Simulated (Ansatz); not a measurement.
Isolated molecules relaxed with PBE0-D4/def2-TZVP in Ansatz; ΔE leaves out vibrations. CBS: MP2 limit from def2 TZ/QZ plus the TZ coupled-cluster correction, frozen cores. Functionals use def2-TZVPP. HSE06 is defined as in plane-wave codes. For Br outer-core shells are correlated without core-valence functions, which leaves a few kJ/mol of doubt a bond. Scalar relativity is left out up to krypton.

Reaction (silylene formation by 1,1-elimination): `F[Si](Br)(Br)Br` → Br₂ + `F[Si]Br`

`F[Si](Br)(Br)Br`:

Cartesian coordinates in Å:
```
F -1.417 0.881 0.006
Si -0.077 0.048 0.000
Br 0.175 -0.816 -1.990
Br 1.566 1.407 0.471
Br -0.247 -1.519 1.512
```

Br₂:

```xyz
2

Br    0.842   -0.655    0.405
Br   -0.842    0.655   -0.405
```

`F[Si]Br`:

```xyz
3

F    -0.845   -0.989   -0.559
Si   -0.135    0.440   -0.699
Br    0.980    0.549    1.258
```

| level | ΔE (eV) | difference from CCSD(T)/CBS |
| --- | --- | --- |
| PBE-D4 | 4.03 | -0.31 |
| BLYP-D4 | 3.73 | -0.61 |
| B97M-V | 4.26 | -0.08 |
| PBE0-D4 | 4.32 | -0.02 |
| r2SCANh-D4 | 4.49 | 0.15 |
| r2SCAN0-D4 | 4.56 | 0.22 |
| HSE06-D4 | 4.31 | -0.03 |
| ωB97M-V | 4.16 | -0.18 |
| r2SCAN0 | 4.52 | 0.18 |
| HSE06 | 4.19 | -0.15 |
| RPA@PBE/def2-TZVPP | 3.91 | -0.43 |
| MP2/def2-TZVPP | 4.61 | 0.27 |
| HF/def2-QZVPP | 4.16 | -0.18 |
| MP2/def2-QZVPP | 4.65 | 0.31 |
| MP2/CBS(def2) | 4.71 | 0.37 |
| CCSD/CBS(def2) | 4.33 | -0.01 |
| CCSD(T)/CBS | 4.34 | 0 |

Largest T1 diagnostic among the species: 0.012.

The D4 term adds +0.24 eV with B3LYP and +0.13 eV with PBE0; it sums over pairs of atoms, weighted by their polarisabilities, and B3LYP, whose exchange is more repulsive, gets the larger term. From r2SCAN to r2SCAN0 (25 % exact exchange), in def2-TZVPP and without D4, ΔE moves by +0.12 eV.

B3LYP here is the variant with VWN-RPA as its local correlation; programs differ in this.

CCSD(T)/CBS has its own doubt, a few kJ/mol and more with outer-core shells, so smaller differences from it don't rank the levels.
